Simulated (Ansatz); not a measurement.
Relaxation of C₂H₆BrGeN (11 atoms, charge 0, multiplicity 1), to a largest force component of 0.015 eV/Å in at most 40 steps.

The calculation used Ansatz, RKS PBE-D4/def2-SVP.

```xyz
11
Properties=species:S:1:pos:R:3
C -1.024 1.267 0.538
C 0.084 1.077 -0.089
Br 1.379 2.455 -0.212
Ge 0.522 -0.628 -0.877
N 0.400 -1.959 0.431
H -1.275 2.297 0.968
H -1.803 0.539 0.597
H -0.585 -0.931 -1.957
H 1.856 -0.606 -1.488
H 1.076 -1.657 1.212
H -0.564 -1.913 0.897
```

Q: Where does it end, and by what steps?

A: It converged. After 22 steps the energy has fallen by 0.467 eV; Br3 moved furthest, 1.44 Å.

```csv
step,energy less start (eV),largest force component (eV/Å),accepted
0,0.0000,3.101,yes
1,-0.3005,1.292,yes
2,-0.3061,0.938,yes
3,-0.3407,0.696,yes
4,-0.3790,0.194,yes
5,-0.3817,0.144,yes
6,-0.3829,0.077,yes
7,-0.3842,0.063,yes
8,-0.3869,0.322,yes
9,-0.3921,0.282,yes
10,-0.4072,0.199,yes
11,-0.4013,0.486,no
12,-0.4177,0.120,yes
13,-0.4257,0.111,yes
14,-0.4362,0.130,yes
15,-0.4460,0.268,yes
16,-0.4531,0.274,yes
17,-0.4584,0.377,yes
18,-0.4612,0.448,yes
19,-0.4615,0.403,yes
20,-0.4666,0.072,yes
21,-0.4666,0.072,yes
22,-0.4669,0.013,yes
```

```xyz
11
Properties=species:S:1:pos:R:3
C -1.226 1.698 0.145
C -0.060 1.029 0.118
Br 1.486 1.724 1.024
Ge 0.256 -0.713 -0.756
N 0.848 -2.036 0.397
H -1.355 2.662 0.664
H -2.102 1.278 -0.378
H -1.102 -1.169 -1.351
H 1.359 -0.535 -1.827
H 1.762 -1.802 0.806
H 0.201 -2.194 1.179
```

Time of the run: 63 s on 2 threads of Arm Neoverse V2, on a shared host, peak memory 0.2 GiB.
